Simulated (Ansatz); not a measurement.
```xyz
16

B     0.364   -1.866    1.275
C    -0.469   -1.024    0.278
C     0.210    0.117   -0.481
C    -0.612    0.602   -1.672
Si    0.588    1.526    0.711
H    -0.184   -2.582    2.064
H     1.561   -1.887    1.215
H    -1.436   -0.713    0.693
H    -0.753   -1.825   -0.441
H     1.182   -0.243   -0.843
H    -0.795   -0.215   -2.379
H    -1.587    0.978   -1.350
H    -0.111    1.406   -2.217
H     1.379    2.602    0.054
H     1.351    1.011    1.883
H    -0.688    2.113    1.210
```

Charge 0, multiplicity 1.

Q: List the r2SCAN/def2-TZVPP orbital energies in eV (Ansatz). (An estimate is asked.)

A: Ansatz gave: Occupied: -1790.66, -273.14, -272.97, -272.88, -180.40, -141.15, -96.01, -96.01, -95.99, -20.69, -18.08, -15.52, -13.32, -12.62, -11.31, -10.81, -10.33, -10.01, -8.99, -8.48, -8.47, -7.98, -7.84, -7.19. Lowest empty: -1.92, 0.44, 0.88, 1.01, 1.58, 1.93, 2.16, 2.30.
